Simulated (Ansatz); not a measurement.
Al11, 11 atoms. Hardware: 6 threads of Intel Xeon on a shared host.

Correlated methods freeze 55 core orbitals.

Problem. How many basis functions does each of these Ansatz runs have, and roughly what does it cost? MP2/def2-SVP, charge 0 doublet, energy, from earlier orbitals; PBE-D4/def2-SVP, charge 0 doublet, relaxation, 21 steps; PBE-D4/def2-TZVP, charge 0 doublet, energy and forces, from earlier orbitals; PBE0-D4/def2-TZVP, charge 0 doublet, energy, from earlier orbitals; r2SCAN-D4/def2-TZVP, charge 0 doublet, energy, from earlier orbitals; HF/STO-3G, charge 0 doublet, energy; PBE0-D4/def2-SVP, charge 0 doublet, energy, from earlier orbitals; HF/def2-TZVP, charge 0 doublet, energy, from earlier orbitals; PBE-D4/def2-SVP, charge 0 doublet, energy, from earlier orbitals.

Solution. Other jobs shared the machine, so times can vary by a factor of up to 3. A dash marks memory too small to be measured apart from the calling script's.

```
                                                                         run  functions  fitting or Cholesky vectors  wall time  peak host memory (GiB)
            PBE-D4/def2-SVP, charge 0 doublet, energy, from earlier orbitals        198                         2123        7 s                       –
                                         HF/STO-3G, charge 0 doublet, energy         99                         1044       14 s                       –
           PBE0-D4/def2-SVP, charge 0 doublet, energy, from earlier orbitals        198                         1738       19 s                     1.1
PBE-D4/def2-TZVP, charge 0 doublet, energy and forces, from earlier orbitals        407                         2849       20 s                     1.6
               MP2/def2-SVP, charge 0 doublet, energy, from earlier orbitals        198                         1738       21 s                     1.2
          PBE0-D4/def2-TZVP, charge 0 doublet, energy, from earlier orbitals        407                         2525       69 s                     3.2
               HF/def2-TZVP, charge 0 doublet, energy, from earlier orbitals        407                         2525       96 s                     3.2
        r2SCAN-D4/def2-TZVP, charge 0 doublet, energy, from earlier orbitals        407                         2849    1.8 min                     3.7
                     PBE-D4/def2-SVP, charge 0 doublet, relaxation, 21 steps        198                         2123    2.3 min                       –
```
